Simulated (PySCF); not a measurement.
Planning a shielding job on `CC(=O)/C(=C/C#N)C[SiH3]`.

Method: GIAO PBE0/pcSseg-1 NMR shielding, non-relativistic, gas phase (PySCF 2.14.0, density-fitted response routines). Geometry: GFN2-xTB. Work: shieldings, charges and field gradients, density fitting. The command runs a driver script over a list of jobs; the input below is this job's line of settings and its coordinates in Å.

Command:
```bash
OMP_NUM_THREADS=1 python probes_run.py task.json out
```

Input:
```
{"job": {"kind": "nmr", "xc": "PBE0", "basis": "pcSseg-1"}, "charge": 0, "multiplicity": 1}
C      2.497055    -0.262430    -0.386375
C      1.027265    -0.570296    -0.438318
O      0.582011    -1.506949    -1.068273
C      0.098889     0.297979     0.319073
C      0.341013     1.614245     0.487827
C     -0.543682     2.464862     1.166274
N     -1.247010     3.175364     1.731520
C     -1.135184    -0.387768     0.730714
Si    -1.964702    -1.244276    -0.793942
H      3.061167    -1.089376    -0.809884
H      2.700222     0.632311    -0.973240
H      2.813768    -0.078918     0.637927
H      1.225211     2.095898     0.092391
H     -1.816360     0.301949     1.223423
H     -0.892564    -1.187014     1.431445
H     -1.705570    -2.675603    -0.814774
H     -3.400266    -1.052164    -0.525250
H     -1.650022    -0.521496    -2.022195
```

Hardware: Arm Neoverse N1, one thread, shared host with 64 logical CPUs at a one-minute load of 62. PySCF's memory limit was set to 1040 MB.

Q: How large is the basis?

A: 205 functions for 74 electrons, with 1078 fitting functions; the fitted three-index integrals, 1078 × 205 × 206/2 numbers of 8 bytes, come to 170 MiB.

Q: What wall time should be expected on this hardware?

A: About 73 s. The SCF took 15 cycles.

Q: How much memory does it need at the peak?

A: About 0.90 GiB. Peak memory is the resident size of the whole Python process, interpreter and libraries included.

Q: At this speed, how long would 5000 such jobs take on 96 cores, one job a core?

A: 5000/96 gives 53 rounds of 73 s, about 64 min of wall time and 100 core-hours, if the jobs don't slow each other.

The SCF part of the output:
```
coarse grid: 15872 points
cycle   1  E = -652.6671633639  dE =  1.279e+00  |g| = 8.438e-01  |ddm| = 4.012e+00
cycle   2  E = -652.1248729805  dE =  5.423e-01  |g| = 1.843e+00  |ddm| = 2.733e+00
cycle   3  E = -652.8107561530  dE = -6.859e-01  |g| = 1.767e-01  |ddm| = 2.122e+00
cycle   4  E = -652.8172290089  dE = -6.473e-03  |g| = 7.541e-02  |ddm| = 2.140e-01
cycle   5  E = -652.8182458175  dE = -1.017e-03  |g| = 4.123e-02  |ddm| = 8.502e-02
cycle   6  E = -652.8185872279  dE = -3.414e-04  |g| = 7.032e-03  |ddm| = 3.310e-02
cycle   7  E = -652.8185970931  dE = -9.865e-06  |g| = 2.234e-03  |ddm| = 6.843e-03
final grid: 149728 points
cycle   8  E = -652.8811658645  dE = -2.177e-05  |g| = 1.366e-02  |ddm| = 4.545e-02
cycle   9  E = -652.8810650292  dE =  1.008e-04  |g| = 2.678e-02  |ddm| = 3.354e-02
cycle  10  E = -652.8812017932  dE = -1.368e-04  |g| = 2.437e-03  |ddm| = 2.392e-02
cycle  11  E = -652.8812030554  dE = -1.262e-06  |g| = 2.910e-04  |ddm| = 2.170e-03
cycle  12  E = -652.8812030701  dE = -1.475e-08  |g| = 1.675e-04  |ddm| = 4.217e-04
cycle  13  E = -652.8812030748  dE = -4.631e-09  |g| = 9.396e-05  |ddm| = 1.966e-04
cycle  14  E = -652.8812030767  dE = -1.919e-09  |g| = 1.358e-05  |ddm| = 8.250e-05
cycle  15  E = -652.8812030767  dE = -3.638e-11  |g| = 5.677e-06  |ddm| = 1.816e-05
converged SCF energy = -652.8812030767
```

On the final grid dE counts from the start density on that grid.

The host was shared with other jobs, so the times are rough.
